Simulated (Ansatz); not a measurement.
`C#C[SiH2][AlH][Cl]` + `C#N` → `N#[C][AlH][Cl]` + `C#C[SiH3]`  (formal exchange of groups at the Al–Si bond)

Calculated with Ansatz (gas phase, PBE0-D4/def2-TZVP geometries, no zero-point term in ΔE). CBS: MP2 limit from def2 TZ/QZ plus the TZ coupled-cluster correction, frozen cores. This one scheme is used for every species. One conformer a species, not always the lowest.

```csv
level,ΔE (kJ/mol)
CCSD/def2-SVP,-65.3
MP2/CBS(def2),-68.4
```

**Question.** What does CCSD(T)/CBS give? (Estimate.)

**Answer.** Ansatz gave: -61.3 kJ/mol. The listed levels differ from it by -4.0, -7.1 kJ/mol.

**Question.** What do rigid-rotor, harmonic-oscillator terms from PBE0-D4/def2-TZVP frequencies (298.15 K, 1 bar) make of the CCSD(T)/CBS value? (Best estimate.)

**Answer.** Ansatz gave: ΔZPE = -2.9 kJ/mol, ΔH = -66.2 kJ/mol, ΔS = -7 J/(mol·K), ΔG = -64.2 kJ/mol. Modes under 50 cm⁻¹ make the entropy rough.

Largest T1 diagnostic among the species: 0.014.

From BLYP to BHLYP (50 % exact exchange), in def2-TZVPP and without D4, ΔE moves by −7.7 kJ/mol. At CCSD(T), def2-SVP lies −3.2 kJ/mol from the extrapolated value and def2-TZVPP −1.5 kJ/mol. The D4 term adds +3.7 kJ/mol with B3LYP and +2.3 kJ/mol with PBE0; it sums over pairs of atoms, weighted by their polarisabilities, and B3LYP, whose exchange is more repulsive, gets the larger term.

B3LYP here is the variant with VWN-RPA as its local correlation; programs differ in this.
